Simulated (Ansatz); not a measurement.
One change: `[OH][Sn][O][SiH3]` becomes `[SiH3][O][Sn][O][SiH3]`.

Ansatz, PBE0-D4/def2-TZVP geometries, multiplicity 1. Each molecule was computed in one conformer, which needn't be the lowest.

Elements past krypton have def2 core potentials.

```
                                                                                  property  `[OH][Sn][O][SiH3]`
                                            size of the dipole moment (PBE/def2-TZVPP) / D                 1.24
                                                       HOMO–LUMO gap (PBE/def2-TZVPP) / eV                 3.96
                                                   HOMO–LUMO gap (ωB97M-V/def2-TZVPP) / eV                 9.75
                                          size of the dipole moment (B3LYP/def2-TZVPP) / D                 1.39
ideal-gas entropy at 298 K and 1 bar (rigid rotor, harmonic PBE0-D4/def2-TZVP) / J/(mol·K)                  361
                                                     HOMO energy (ωB97M-V/def2-TZVPP) / eV               -10.25
```

Question: What does the change do to each property? (Estimate.)

Answer: Computed: 
```tsv
property	`[SiH3][O][Sn][O][SiH3]`	shift
size of the dipole moment (PBE/def2-TZVPP) / D	2.35	1.11
HOMO–LUMO gap (PBE/def2-TZVPP) / eV	3.66	-0.30
HOMO–LUMO gap (ωB97M-V/def2-TZVPP) / eV	9.75	0.00
size of the dipole moment (B3LYP/def2-TZVPP) / D	2.46	1.07
ideal-gas entropy at 298 K and 1 bar (rigid rotor, harmonic PBE0-D4/def2-TZVP) / J/(mol·K)	420	59
HOMO energy (ωB97M-V/def2-TZVPP) / eV	-10.49	-0.24
```

With PBE0 the HOMO falls by 0.17 eV and the LUMO falls by 0.23 eV, so the gap narrows by about 0.06 eV. PBE moves the HOMO by 0.05 eV and ωB97M-V by -0.24 eV. The zero-point energy changes by 42.0 kJ/mol with +9 modes. Dipoles are sizes alone; their direction can turn. Modes under 60 cm⁻¹, often nearly free rotors, make the harmonic entropy too high.

B3LYP here is the variant with VWN-RPA as its local correlation; programs differ in this.
